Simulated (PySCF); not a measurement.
Computed properties of Al(H)2(NH2) (AlH4N), SMILES [NH2][AlH2]

Al(H)2(NH2) (AlH4N), SMILES [AlH2][NH2]. Coordinates come from a B3LYP-D3(BJ)/def2-TZVP optimisation. One conformer was computed; it need not be the lowest. All values are computed for the isolated molecule unless a solvent is named; none is compared with measurement here.

**Structure.** The optimised structure has C2v symmetry. All 12 harmonic modes at B3LYP-D3(BJ)/def2-TZVP (PySCF) are real, so it is a minimum.

**Vibrations.** The strongest infrared lines (harmonic, unscaled, degenerate partners summed) lie at 1948 cm⁻¹ (272 km/mol, H 95 %), 452 cm⁻¹ (231 km/mol, H 78 %, N 21 %), 830 cm⁻¹ (210 km/mol, Al 36 %, N 35 %, H 29 %). The softest mode is at 431 cm⁻¹ and the zero-point energy is 24.3 kcal/mol.

**Electronic structure.** PBE0/def2-TZVPD (PySCF) places the frontier levels at -7.60 and -0.70 eV, a gap of 6.90 eV, and gives a dipole moment of 1.12 D and a mean polarisability of 40.0 bohr³. PBE/def2-TZVPD (PySCF) at the same geometry gives -6.27 and -1.46 eV, so its gap is 2.09 eV narrower. An orbital gap is neither the optical nor the fundamental gap.

**Excitations.** TDDFT-M06-2X/def2-TZVPD (PySCF) has S1 at 6.08 eV (204 nm, f = 0.000, dark); the most intense of the 10 singlets computed lies at 6.42 eV (f = 0.09). T1 (TDA) is at 5.30 eV. No vertical singlet excitation falls in the visible range (under 3.1 eV).

**NMR.** GIAO shifts at PBE0/pcSseg-2 (PySCF) (non-relativistic, atoms alike by connectivity averaged): ¹H from 1.9 to 4.6 ppm against TMS.
